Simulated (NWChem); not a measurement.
System: CH$_{5}$GaO$_{2}$; SMILES [OH][GaH][O]C

Here is an NWChem input.

```
start job
memory heap 200 mb stack 900 mb global 1100 mb
geometry units angstroms noautoz
  Ga    -0.501935     0.425143     0.000000
  H     -1.811279     1.253672     0.000000
  O      1.165353     1.060518     0.000000
  H      1.233066     2.020032     0.000000
  O     -0.567574    -1.346096     0.000000
  C      0.545891    -2.194087     0.000000
  H      0.527196    -2.849107     0.889810
  H      0.527196    -2.849107    -0.889810
  H      1.509332    -1.652972     0.000000
end
basis spherical
  * library def2-svp
end
dft
  xc xpbe96 cpbe96
  iterations 150
  vectors input atomic output neutral.movecs
end
task dft energy
charge 1
dft
  odft
  mult 2
  vectors input atomic output cation.movecs
end
task dft energy
```

NWChem printed, in part:

```
             Northwest Computational Chemistry Package (NWChem) 7.3.0
             --------------------------------------------------------

 CS  symmetry detected

                             Geometry "geometry" -> ""
                             -------------------------

 Output coordinates in angstroms (scale by  1.889725989 to convert to a.u.)

  No.       Tag          Charge          X              Y              Z
 ---- ---------------- ---------- -------------- -------------- --------------
    1 Ga                  31.0000    -0.38720252     0.54895040     0.00000000
    2 H                    1.0000    -1.66570317     1.42432352     0.00000000
    3 O                    8.0000     1.30198827     1.12356778     0.00000000
    4 H                    1.0000     1.40438301     2.08000255     0.00000000
    5 O                    8.0000    -0.51690202    -1.21875266     0.00000000
    6 C                    6.0000     0.56514360    -2.10648591     0.00000000
    7 H                    1.0000     0.52275480    -2.76040019     0.88981000
    8 H                    1.0000     0.52275480    -2.76040019    -0.88981000
    9 H                    1.0000     1.54753710    -1.60059362     0.00000000

 Effective nuclear repulsion energy (a.u.)     282.2265271321

      Symmetry information
      --------------------

 Group name             Cs
 Group number              2
 Group order               2
 No. of unique centers     8

  pbe96 is a nonlocal functional; adding pw91lda local functional.

                                 NWChem DFT Module
                                 -----------------

 Summary of "ao basis" -> "ao basis" (spherical)
 ------------------------------------------------------------------------------
       Tag                 Description            Shells   Functions and Types
 ---------------- ------------------------------  ------  ---------------------
 Ga                         def2-svp                12       32   5s4p3d
 H                          def2-svp                 3        5   2s1p
 O                          def2-svp                 6       14   3s2p1d
 C                          def2-svp                 6       14   3s2p1d

      Symmetry analysis of basis
      --------------------------

        a'         69
        a"         30

            General Information
            -------------------
          SCF calculation type: DFT
          Wavefunction type:  closed shell.
          No. of atoms     :     9
          No. of electrons :    58
           Alpha electrons :    29
            Beta electrons :    29
          Charge           :     0
          Spin multiplicity:     1
          Use of symmetry is: on ; symmetry adaption is: on
          Maximum number of iterations: 150
          AO basis - number of functions:    99
                     number of shells:    45
          Convergence on energy requested:  1.00D-06
          Convergence on density requested:  1.00D-05
          Convergence on gradient requested:  5.00D-04

              XC Information
              --------------
          PerdewBurkeErnzerhof Exchange Functional  1.000
            Perdew 1991 LDA Correlation Functional  1.000 local
           PerdewBurkeErnz. Correlation Functional  1.000 non-local

             Grid Information
             ----------------
          Grid used for XC integration:  medium
          Radial quadrature: Mura-Knowles
          Angular quadrature: Lebedev.
          Tag              B.-S. Rad. Rad. Pts. Rad. Cut. Ang. Pts.
          ---              ---------- --------- --------- ---------
          Ga                  1.30      112          10.0       590
          H                   0.35       45          12.0       434
          O                   0.60       49          11.0       434
          C                   0.70       49          11.0       434
          Grid pruning is: on
          Number of quadrature shells:   439
          Spatial weights used:  Erf1

      Superposition of Atomic Density Guess
      -------------------------------------

 Sum of atomic energies:       -2112.47937437

      Non-variational initial energy
      ------------------------------

 Total energy =   -2113.741133
 1-e energy   =   -3505.587234
 2-e energy   =    1109.619574
 HOMO         =      -0.379170
 LUMO         =       0.002442

      Symmetry analysis of molecular orbitals - initial
      -------------------------------------------------

  Numbering of irreducible representations:

     1 a'          2 a"

  Orbital symmetries:

     1 a'          2 a'          3 a'          4 a'          5 a"
     6 a'          7 a'          8 a'          9 a'         10 a'
    11 a'         12 a"         13 a'         14 a'         15 a'
    16 a'         17 a"         18 a"         19 a'         20 a'
    21 a'         22 a'         23 a"         24 a'         25 a'
    26 a"         27 a'         28 a'         29 a"         30 a'
    31 a"         32 a'         33 a'         34 a'         35 a'
    36 a"         37 a'         38 a'         39 a'

   convergence    iter        energy       DeltaE   RMS-Dens  Diis-err
 ---------------- ----- ----------------- --------- --------- ---------
 d= 0,ls=0.0,diis     1  -2115.4038229744 -2.40D+03  2.58D-02  1.13D+00
 d= 0,ls=0.0,diis     2  -2114.7361019054  6.68D-01  1.85D-02  7.20D+00
 d= 0,ls=0.0,diis     3  -2115.5379440953 -8.02D-01  2.33D-03  9.42D-02
 d= 0,ls=0.0,diis     4  -2115.5418846649 -3.94D-03  1.26D-03  4.79D-02
 d= 0,ls=0.0,diis     5  -2115.5448308329 -2.95D-03  5.87D-04  6.75D-03
  Resetting Diis
 d= 0,ls=0.0,diis     6  -2115.5454199977 -5.89D-04  1.82D-04  7.78D-04
 d= 0,ls=0.0,diis     7  -2115.5455008618 -8.09D-05  3.19D-05  3.09D-06
 d= 0,ls=0.0,diis     8  -2115.5455001062  7.56D-07  2.09D-05  1.13D-05
 d= 0,ls=0.0,diis     9  -2115.5455011978 -1.09D-06  5.05D-06  3.81D-07
 d= 0,ls=0.0,diis    10  -2115.5455012399 -4.21D-08  8.56D-07  1.59D-08

         Total DFT energy =    -2115.545501239908
      One electron energy =    -3507.546947719748
           Coulomb energy =     1208.787125660733
    Exchange-Corr. energy =      -99.012206313030
 Nuclear repulsion energy =      282.226527132136

 Numeric. integr. density =       58.000009083181

                  Occupations of the irreducible representations
                  ----------------------------------------------

                     irrep           alpha         beta
                     --------     --------     --------
                     a'               22.0         22.0
                     a"                7.0          7.0

                       DFT Final Molecular Orbital Analysis
                       ------------------------------------

 Vector   27  Occ=2.000000D+00  E=-2.647784D-01  Symmetry=a"
              MO Center=  1.0D+00,  8.8D-01, -2.2D-11, r^2= 1.7D+00
   Bfn.  Coefficient  Atom+Function         Bfn.  Coefficient  Atom+Function
  ----- ------------  ---------------      ----- ------------  ---------------
    43      0.568082  3 O  pz                46      0.416401  3 O  pz
    14      0.155866  1 Ga pz                17      0.150180  1 Ga pz
    62      0.115326  5 O  pz                11     -0.085929  1 Ga pz
    65      0.081071  5 O  pz                76     -0.078394  6 C  pz
    85     -0.069592  7 H  s                 90      0.069592  8 H  s

 Vector   28  Occ=2.000000D+00  E=-2.365617D-01  Symmetry=a'
              MO Center= -3.4D-02, -1.3D+00, -2.0D-12, r^2= 2.1D+00
   Bfn.  Coefficient  Atom+Function         Bfn.  Coefficient  Atom+Function
  ----- ------------  ---------------      ----- ------------  ---------------
    60      0.409719  5 O  px                61      0.310444  5 O  py
    63      0.301660  5 O  px                95     -0.249047  9 H  s
    64      0.218668  5 O  py                74     -0.183836  6 C  px
    96     -0.181364  9 H  s                 41      0.164008  3 O  px
     4      0.159979  1 Ga s                 13     -0.139841  1 Ga py

 Vector   29  Occ=2.000000D+00  E=-2.224130D-01  Symmetry=a"
              MO Center= -9.9D-02, -1.2D+00,  1.8D-15, r^2= 2.3D+00
   Bfn.  Coefficient  Atom+Function         Bfn.  Coefficient  Atom+Function
  ----- ------------  ---------------      ----- ------------  ---------------
    62      0.528954  5 O  pz                65      0.397455  5 O  pz
    43     -0.204651  3 O  pz                85     -0.199868  7 H  s
    90      0.199868  8 H  s                 76     -0.183281  6 C  pz
    46     -0.160230  3 O  pz                86     -0.140366  7 H  s
    91      0.140366  8 H  s                 14      0.096577  1 Ga pz

 Vector   30  Occ=0.000000D+00  E=-4.146508D-02  Symmetry=a"
              MO Center= -4.0D-01,  5.5D-01,  2.7D-14, r^2= 3.8D+00
   Bfn.  Coefficient  Atom+Function         Bfn.  Coefficient  Atom+Function
  ----- ------------  ---------------      ----- ------------  ---------------
    17      0.688308  1 Ga pz                14      0.434215  1 Ga pz
    43     -0.223862  3 O  pz                62     -0.219766  5 O  pz
    11     -0.208738  1 Ga pz                46     -0.208773  3 O  pz
    65     -0.192896  5 O  pz                86      0.089110  7 H  s
    91     -0.089110  8 H  s                 79     -0.077983  6 C  pz

 Vector   31  Occ=0.000000D+00  E=-2.932020D-02  Symmetry=a'
              MO Center= -4.9D-02,  8.0D-01, -7.3D-14, r^2= 4.3D+00
   Bfn.  Coefficient  Atom+Function         Bfn.  Coefficient  Atom+Function
  ----- ------------  ---------------      ----- ------------  ---------------
     5      0.925173  1 Ga s                 34     -0.648235  2 H  s
    40     -0.493832  3 O  s                  4      0.454770  1 Ga s
    59     -0.295055  5 O  s                  3     -0.262196  1 Ga s
    53      0.260644  4 H  s                 33     -0.254018  2 H  s
    41      0.194284  3 O  px                39     -0.176536  3 O  s

[...]
```

Level: PBE/def2-SVP, vertical spin-unrestricted ions. Structure relaxed at the PBE0/def2-SVP level.
